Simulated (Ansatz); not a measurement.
Computed with Ansatz.

A structure relaxed at PBE0-D4/def2-TZVP, charge 0, multiplicity 1:

```xyz
9

C    -1.026    1.514    0.270
C    -0.183    0.521    0.030
O    -0.581   -0.650   -0.528
Sb    0.607   -2.169   -0.812
F     1.030   -2.486    1.028
H    -2.080    1.428    0.042
H    -0.658    2.431    0.709
H     0.877    0.599    0.270
H     2.014   -1.187   -1.010
```

(1) Give its formula and SMILES.

(2) Summarise the bond lengths by kind.

## Answers

(1) C2H4FOSb, `C=C[O][SbH][F]`.

(2) 1 × C–C 1.324 Å; 3 × C–H 1.081 to 1.090 Å; 1 × C–O 1.357 Å; 1 × O–Sb 1.950 Å; 1 × F–Sb 1.914 Å; 1 × H–Sb 1.727 Å.
